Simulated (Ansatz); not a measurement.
Total energies of BeMeCl (CH3BeCl) from Ansatz at PBE0-D4/def2-TZVP, gas phase (1 Eh = 27.2114 eV = 2625.5 kJ/mol). The reference geometry is relaxed at PBE0-D4/def2-TZVP.

Cartesian coordinates in Å:
```
Be 0.333 0.129 0.951
C -0.216 -0.084 -0.616
H -1.307 -0.150 -0.656
H 0.182 -1.001 -1.062
H 0.082 0.747 -1.264
Cl 0.927 0.359 2.647
```

```tsv
state	geometry	energy (Eh)
charge 0 singlet	reference	-514.73510
charge 1 doublet	reference	-514.31630
charge 1 doublet	relaxed at PBE0-D4/def2-TZVP	-514.34664
free Be atom (singlet)	–	-14.63549
free C atom (triplet)	–	-37.80537
free H atom (doublet)	–	-0.50104
free Cl atom (doublet)	–	-459.99739
```

Question: Work out the vertical ionisation energy to the doublet.

Answer: E(charge 1 doublet) − E(charge 0 singlet) = -514.31630 − (-514.73510) = 0.41880 Eh = 11.40 eV. For comparison, −ε of the highest occupied level is 8.91 eV at this level, 2.49 eV less.

Question: How much does the charge 1 doublet relax, and what is the adiabatic ionisation energy?

Answer: Relaxation: -514.31630 − (-514.34664) = 0.03034 Eh = 0.83 eV. Adiabatic ionisation energy: 0.38846 Eh = 10.57 eV, without zero-point energy. 

Question: What is the binding energy per atom against free atoms?

Answer: Atoms: 1 × (-14.63549) + 1 × (-37.80537) + 3 × (-0.50104) + 1 × (-459.99739) = -513.94137 Eh. Binding: -513.94137 − (-514.73510) = 0.79373 Eh = 21.60 eV, or 3.60 eV for each of 6 atoms (no zero-point energy, no counterpoise term).
